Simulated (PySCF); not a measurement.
A small calculation by hand: dipole moment from atomic charges

C2H2BF3, SMILES F/C=C\B(F)F. Atoms are numbered in the order given.

```xyz
8

F      0.6205    -1.9885     0.0000
C     -0.6439    -1.5648     0.0000
C     -0.9912    -0.2622     0.0000
B     -0.0043     0.9302     0.0000
F      1.3197     0.7816     0.0000
F     -0.4667     2.1838     0.0000
H     -1.3543    -2.4118     0.0000
H     -2.0755    -0.0688     0.0000
```

Geometry optimised at PBE-D3(BJ)/def2-SVP. The structure was generated by enumeration; whether it is a known compound was not checked. Other conformers were not sampled.

Charges (e) from PBE/def2-TZVP in PySCF:

| atom | ESP fit | IAO |
|---|---|---|
| F1 | -0.108 | -0.222 |
| C2 | 0.153 | 0.203 |
| C3 | -0.581 | -0.403 |
| B4 | 0.774 | 0.673 |
| F5 | -0.275 | -0.293 |
| F6 | -0.298 | -0.299 |
| H7 | 0.132 | 0.158 |
| H8 | 0.203 | 0.183 |

The dipole moment of the full density is 2.58 D.

**Question.** What dipole moment does each set of point charges give, and which comes closer to that of the density?

**Answer.** 
μ = Σ q r, and 1 e Å = 4.8032 D.
ESP fit: Σ q r = (-0.417, -0.350, 0.000) e Å, |μ| = 2.62 D.
IAO: Σ q r = (-0.713, -0.420, 0.000) e Å, |μ| = 3.97 D.
ESP fit comes closer in size. Point charges leave out the atoms' own dipoles (lone pairs, polarised bonds); fits to the potential absorb them, partitions of the density don't.
